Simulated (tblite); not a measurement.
Species: C₅H₁₃NO₂Si.
Atom-mapped SMILES: `[CH3:1][O:2][CH2:3]/[C:4](=[N:5]\[SiH3:6])[C@H:7]([CH3:8])[OH:9]` (hydrogens: H10, H11, H12 on C1; H13, H14 on C3; H15, H16, H17 on Si6; H18 on C7; H19, H20, H21 on C8; H22 on O9)

A start from a force field or distance geometry was refined with GFN2-xTB geometry optimisation, gas phase in tblite 0.8.0. Values at the start:

```
  coordinate    start
       C1–O2  1.435 Å
      C1–H10  1.093 Å
      C1–H12  1.089 Å
       O2–C3  1.426 Å
       C3–C4  1.542 Å
      C3–H13  1.094 Å
      C3–H14  1.089 Å
       C4=N5  1.292 Å
       C4–C7  1.543 Å
      N5–Si6  1.735 Å
     Si6–H15  1.474 Å
     Si6–H17  1.480 Å
       C7–C8  1.511 Å
       C7–O9  1.420 Å
      C8–H19  1.097 Å
      O9–H22  0.988 Å
    C1–O2–C3   110.7°
    C3–C4–N5   129.1°
    C3–C4–C7   115.1°
   C4–N5–Si6   122.2°
    C4–C7–C8   110.5°
    C4–C7–O9   109.3°
    N5–C4–C7   115.8°
    C8–C7–O9   109.2°
 C1–O2–C3–C4     178°
 O2–C3–C4–N5     -73°
C3–C4–N5–Si6       2°
 C3–C4–C7–C8     -83°
```

Q: How do these coordinates change at the GFN2-xTB level?

A: 
```json
{"coordinate": "C4=N5", "GFN2-xTB (Å or °)": "1.251", "change": "-0.041"}
{"coordinate": "C1–O2", "GFN2-xTB (Å or °)": "1.404", "change": "-0.031"}
{"coordinate": "C3–C4", "GFN2-xTB (Å or °)": "1.512", "change": "-0.030"}
{"coordinate": "C7–C8", "GFN2-xTB (Å or °)": "1.539", "change": "+0.028"}
{"coordinate": "C4–C7", "GFN2-xTB (Å or °)": "1.515", "change": "-0.028"}
{"coordinate": "O2–C3", "GFN2-xTB (Å or °)": "1.401", "change": "-0.025"}
{"coordinate": "C7–O9", "GFN2-xTB (Å or °)": "1.400", "change": "-0.020"}
{"coordinate": "O9–H22", "GFN2-xTB (Å or °)": "0.971", "change": "-0.017"}
{"coordinate": "Si6–H15", "GFN2-xTB (Å or °)": "1.457", "change": "-0.017"}
{"coordinate": "Si6–H17", "GFN2-xTB (Å or °)": "1.467", "change": "-0.013"}
{"coordinate": "C3–H14", "GFN2-xTB (Å or °)": "1.100", "change": "+0.011"}
{"coordinate": "C8–H19", "GFN2-xTB (Å or °)": "1.087", "change": "-0.010"}
{"coordinate": "C3–H13", "GFN2-xTB (Å or °)": "1.103", "change": "+0.009"}
{"coordinate": "C1–H12", "GFN2-xTB (Å or °)": "1.097", "change": "+0.008"}
{"coordinate": "C1–H10", "GFN2-xTB (Å or °)": "1.097", "change": "+0.004"}
{"coordinate": "N5–Si6", "GFN2-xTB (Å or °)": "1.734", "change": "-0.001"}
{"coordinate": "C4–N5–Si6", "GFN2-xTB (Å or °)": "129.7", "change": "+7.5"}
{"coordinate": "C3–C4–N5", "GFN2-xTB (Å or °)": "124.6", "change": "-4.5"}
{"coordinate": "C1–O2–C3", "GFN2-xTB (Å or °)": "114.4", "change": "+3.7"}
{"coordinate": "N5–C4–C7", "GFN2-xTB (Å or °)": "118.3", "change": "+2.5"}
{"coordinate": "C3–C4–C7", "GFN2-xTB (Å or °)": "117.1", "change": "+2.0"}
{"coordinate": "C4–C7–C8", "GFN2-xTB (Å or °)": "108.5", "change": "-2.0"}
{"coordinate": "C8–C7–O9", "GFN2-xTB (Å or °)": "111.0", "change": "+1.8"}
{"coordinate": "C4–C7–O9", "GFN2-xTB (Å or °)": "110.3", "change": "+1.0"}
{"coordinate": "O2–C3–C4–N5", "GFN2-xTB (Å or °)": "-27", "change": "+46"}
{"coordinate": "C1–O2–C3–C4", "GFN2-xTB (Å or °)": "161", "change": "-17"}
{"coordinate": "C3–C4–C7–C8", "GFN2-xTB (Å or °)": "-81", "change": "+2"}
{"coordinate": "C3–C4–N5–Si6", "GFN2-xTB (Å or °)": "1", "change": "-1"}
```

The energy falls by 8.1 kcal/mol over 165 L-BFGS steps, the largest force on an atom goes from 2.55 to 0.008 eV/Å, and the atoms move by 0.599 Å rms after alignment. The bond that changes most is C4=N5 (C=N carbon to C=N nitrogen), which shortens by 0.041 Å. Bonds longer at the end by more than 0.005 Å: 4 of 21; shorter: 13. Among the dihedrals that turn most is O2–C3–C4–C7, from 105° to 153°. Rotational constants go from 1400, 1053, 668.4 to 1833, 930.3, 683.1 MHz.

Its GFN2-xTB frequencies are all real (lowest 39 cm⁻¹). The numbers are those of one conformer.

All values are computed, not measured.
